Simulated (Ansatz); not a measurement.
The cluster Li2Sn⁻. The state is a quartet with charge -1. Geometry r2SCAN-D4/def2-TZVPD; atoms count from 1.

Cartesian coordinates in Å:
```
Li -1.328 -0.666 -0.609
Li 1.097 0.595 -1.010
Sn 0.231 0.072 1.619
```

In the def2 sets Sn takes a core potential; there is no spin–orbit coupling. The highest occupied level of the charge -1 quartet lies above zero (up to 0.32 eV). It is a level of α spin, whose loss leaves a triplet; that state wasn't run at this geometry and level. The electron is either unbound and held by the finite basis, or the level is raised by self-interaction error. At PBE0-D4/def2-TZVPD a doublet of charge -1 lies 0.20 eV below the quartet, each at its own geometry. That doublet is doubtful there (⟨S²⟩ 1.31, where a pure state has 0.75). The structure comes from a short search, and lower isomers may exist.

Question: Estimate the Mulliken populations from the PBE0/def2-TZVPD orbitals of Ansatz.

Answer: 
```tsv
atom	charge (e)	spin (α − β)
Li1	-0.09	0.34
Li2	-0.09	0.34
Sn3	-0.81	2.32
```
Mulliken values and Mayer orders depend strongly on the basis. With diffuse functions, as here, like atoms can get unlike values, and bond orders can come out too low or too high.

Question: Where does the spin sit?

Answer: Summed by element: Li 0.68, Sn 2.32, of 3 unpaired in all. Largest on single atoms: Sn3 2.32, Li1 0.34, Li2 0.34.

Question: And the Mayer bond orders between bonded heavy atoms (over 0.3)?

Answer: Li1–Li2 0.61 (2.76 Å); Li1–Sn3 0.89 (2.82 Å); Li2–Sn3 0.89 (2.82 Å).
